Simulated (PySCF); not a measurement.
## Badger's rule along the third period: bonds to Se

PBE0 in PySCF with def2-TZVPP on every atom, for the lowest determinant that a PBE0 search found; no spin–orbit coupling. Badger's rule says that Re = d + c·k^(−1/3) for bonds between atoms of fixed rows.

```
molecule  state (unpaired electrons)  Re (Å)  k (mdyn/Å)
     SeS              triplet (π ↑↑)   2.028        4.50
     PSe               doublet (π ↑)   2.029           ?
    SeCl               doublet (π ↑)   2.120           ?
    AlSe               doublet (σ ↑)   2.161           ?
    NaSe               doublet (π ↑)   2.605       0.768
```

**Question.** Fix c and d from SeS and NaSe.

**Answer.** c = (2.605 − 2.028)/(0.768^(−1/3) − 4.5^(−1/3)) = 1.187, d = 2.028 − c·4.5^(−1/3) = 1.309 Å.

**Question.** Predict k of the others and set the computed values beside them.

**Answer.** 

```csv
molecule,k by the rule,k computed,difference (%)
PSe,4.48,4.66,-4
SeCl,3.14,3.00,5
AlSe,2.70,2.75,-2
```

The rule misses by 4 % on average, well for two fitted constants.

Spin–orbit coupling is left out. States were picked by a PBE0 search and need not be the measured ground states.
